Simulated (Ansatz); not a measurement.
Consider the ligand exchange at the Si–C bond: `[SiH3]C#C[SiH2]Cl` + `BN[SiH3]` → `BN([SiH3])[SiH2]Cl` + `C#C[SiH3]`.

Gas-phase electronic energies from Ansatz, PBE0-D4/def2-TZVP geometries. CCSD(T)/CBS adds triple-zeta CCSD(T) − MP2 to the extrapolated MP2 energy (def2 sets, frozen cores). This one scheme is used for every species. DFT in def2-TZVPP. B3LYP here is the variant with VWN-RPA as its local correlation; programs differ in this. Each species was taken in one conformer, which may not be the lowest.

`[SiH3]C#C[SiH2]Cl`:

```xyz
10

Si   -2.202   -0.471    0.978
C    -0.555   -0.165    0.247
C     0.537    0.046   -0.241
Si    2.172    0.347   -0.973
Cl    2.550    2.361   -1.000
H    -2.038   -1.236    2.237
H    -2.852    0.832    1.255
H    -3.018   -1.251    0.015
H     2.193   -0.150   -2.365
H     3.213   -0.311   -0.154
```

`BN[SiH3]`:

Cartesian coordinates in Å:
```
B 0.711 0.793 -1.139
N -0.387 0.358 -0.388
Si -0.350 -0.721 0.983
H 1.805 0.408 -0.842
H 0.539 1.539 -2.060
H -1.294 0.705 -0.670
H -0.910 -0.050 2.186
H 1.061 -1.102 1.215
H -1.175 -1.929 0.714
```

`BN([SiH3])[SiH2]Cl`:

Z-matrix (Å, degrees):
```
Si
N 1 1.762
H 1 1.482 2 109.6
H 1 1.485 2 107.5 3 -119.5
H 1 1.482 2 110.3 3 121.0
Si 2 1.734 1 121.2 3 126.2
B 2 1.412 1 117.6 3 -55.9
Cl 6 2.055 2 109.9 1 66.7
H 6 1.476 2 109.3 1 -174.2
H 6 1.479 2 110.1 1 -50.2
H 7 1.198 2 120.3 1 -178.1
H 7 1.201 2 119.0 1 2.1
```

`C#C[SiH3]`:

Cartesian coordinates in Å:
```
C 0.642 -0.807 1.668
C 0.247 -0.311 0.642
Si -0.349 0.439 -0.909
H 0.990 -1.245 2.575
H 0.137 1.838 -0.996
H 0.166 -0.340 -2.060
H -1.833 0.425 -0.921
```

**Question.** Is it downhill or uphill in electronic energy at CCSD(T)/CBS, and by how much? (An estimate is asked.)

**Answer.** The calculation gave: Downhill: ΔE = -0.19 eV.

**Question.** What do these levels give: LDA (SPW92), revPBE-D4, BLYP-D4, PBE0-D4, CAM-B3LYP-D4, ωB97X-V, PBE, B3LYP, r2SCANh, CAM-B3LYP, CCSD/def2-TZVPP, SCS-MP2/def2-QZVPP? (Best estimate.)

**Answer.** Ansatz gave: LDA (SPW92) -0.12, revPBE-D4 -0.11, BLYP-D4 -0.12, PBE0-D4 -0.12, CAM-B3LYP-D4 -0.16, ωB97X-V -0.17, PBE -0.02, B3LYP -0.04, r2SCANh -0.11, CAM-B3LYP -0.10, CCSD/def2-TZVPP -0.18, SCS-MP2/def2-QZVPP -0.17 eV.

Largest T1 diagnostic among the species: 0.013.

From PBE to PBE0 (25 % exact exchange), in def2-TZVPP and without D4, ΔE moves by −0.05 eV. At CCSD(T), def2-SVP lies +0.04 eV from the extrapolated value and def2-TZVPP +0.01 eV.
